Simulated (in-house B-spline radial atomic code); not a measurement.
Ionising Ar³⁺ with different functionals

Computed with an all-electron radial atomic-structure program (B-spline basis): scalar-relativistic (spin-free X2C) Hamiltonian, Fermi nucleus of rms radius 3.4274 fm, spin-polarised at highest spin, spherical fractional occupations for the functionals, and exact exchange of hybrids averaged over the configuration. The ionisation energy is the difference of two self-consistent energies, [Ne] 3s2 3p3 → [Ne] 3s2 3p2, without Breit or QED terms; ε is the level of the shell that loses the electron (its least bound occupied spin orbital).

| method | rung | ΔSCF (eV) | -ε(3p) (eV) |
| --- | --- | --- | --- |
| PBE0 | global hybrid | 59.29 | 53.74 |
| B3LYP | global hybrid | 59.17 | 53.17 |
| TPSSh | global hybrid | 59.45 | 52.71 |
| BHandHLYP | global hybrid | ? | ? |
| r2SCAN0 | global hybrid | 59.73 | 54.27 |
| B97-1 | global hybrid | 59.11 | 53.19 |
| HSE06 | range-separated hybrid | 59.27 | 53.30 |
| wB97X | range-separated hybrid | 59.09 | 56.19 |
| CAM-B3LYP | range-separated hybrid | ? | ? |
| LC-wPBE | range-separated hybrid | 59.34 | 56.77 |

(1) What does BHandHLYP give?

(2) What does CAM-B3LYP give?

(3) Among the functionals, which spreads more, the ΔSCF values or the orbital energies?

(4) How do they compare with the NIST value?

Answers

(1) ΔSCF 59.09 eV, and -ε(3p) = 55.53 eV.

(2) ΔSCF 59.13 eV, and -ε(3p) = 55.07 eV.

(3) The orbital energies: ΔSCF values span about 0.64 eV and the orbital energies 4.06 eV; here energy differences depend much less on the functional than eigenvalues do.

(4) NIST lists 59.6 eV ± 0.18 (semi-empirical, ground level to ground level). Errors run from -0.49 to +0.15 eV; TPSSh is closest (-0.13 eV), though others lie within the uncertainty of it, and part of that can be cancellation, since the calculations leave out spin-orbit coupling, Breit-QED terms, multiplet and fine-structure energies.
